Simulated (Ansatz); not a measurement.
Input for Ansatz (a quantum-chemistry and plane-wave program): R-r2SCAN/def2-TZVPPD on AsH3 (SMILES [AsH3]) with ghost functions, monomers drawn apart or pushed together. Files ending in .json are basis or fitting sets from the Basis Set Exchange.

Ansatz 0.2 input:
```yaml
crystal:
  periodic: [false, false, false]
  atoms:
    - {symbol: As, position_ang: [0.33694215, -0.16113524, 2.47719204]}
    - {symbol: H, position_ang: [-0.78511721, -0.55103395, 3.40898942]}
    - {symbol: H, position_ang: [0.80963145, 1.07502630, 3.20366521]}
    - {symbol: H, position_ang: [1.38530159, -1.12636269, 2.97577354]}
basis:
  gaussian:
    orbitals: def2-TZVPPD.json
    ghost_atoms:
      - {symbol: B, position_ang: [-0.00516141, -0.05976899, 0.62956386]}
      - {symbol: H, position_ang: [-0.86617620, 0.77755847, 0.57872414]}
      - {symbol: H, position_ang: [-0.35291625, -1.18244247, 0.37704423]}
      - {symbol: H, position_ang: [1.06645547, 0.26575107, 0.19284969]}
hamiltonian:
  xc: {name: r2SCAN}
scf: {lower_state_search: off}
```

Problem. Predict the final total energy.

Solution. -2237.6479 hartree.
